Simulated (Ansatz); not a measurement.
`CB[SiH2][SiH2]Cl` + `[SiH3]N[SiH3]` → `CBN([SiH3])[SiH3]` + `[SiH3][SiH2]Cl`  (cleavage of the B–Si bond)

Program: Ansatz. Geometries: PBE0-D4/def2-TZVP. ΔE: electronic, gas phase. CCSD(T)/CBS adds triple-zeta CCSD(T) − MP2 to the extrapolated MP2 energy (def2 sets, frozen cores). This one scheme is used for every species. DFT in def2-TZVPP. B3LYP here is the variant with VWN-RPA as its local correlation; programs differ in this. One conformer a species, not always the lowest.

```json
{"level": "r2SCAN-D4", "ΔE (eV)": "-1.28"}
{"level": "ωB97X-V", "ΔE (eV)": "-1.30"}
{"level": "B3LYP", "ΔE (eV)": "-1.29"}
{"level": "MP2/def2-TZVPP", "ΔE (eV)": "-1.40"}
{"level": "SCS-MP2/def2-TZVPP", "ΔE (eV)": "-1.39"}
{"level": "HF/def2-QZVPP", "ΔE (eV)": "-1.35"}
{"level": "MP2/def2-QZVPP", "ΔE (eV)": "-1.39"}
{"level": "MP2/CBS(def2)", "ΔE (eV)": "-1.38"}
```

Question: What does CCSD(T)/CBS give? (Best estimate.)

Answer: Computed: -1.33 eV. The listed levels differ from it by 0.05, 0.03, 0.04, -0.07, -0.06, -0.02, -0.06, -0.05 eV.

Largest T1 diagnostic among the species: 0.012.

From PBE to PBE0 (25 % exact exchange), in def2-TZVPP and without D4, ΔE moves by −0.03 eV.
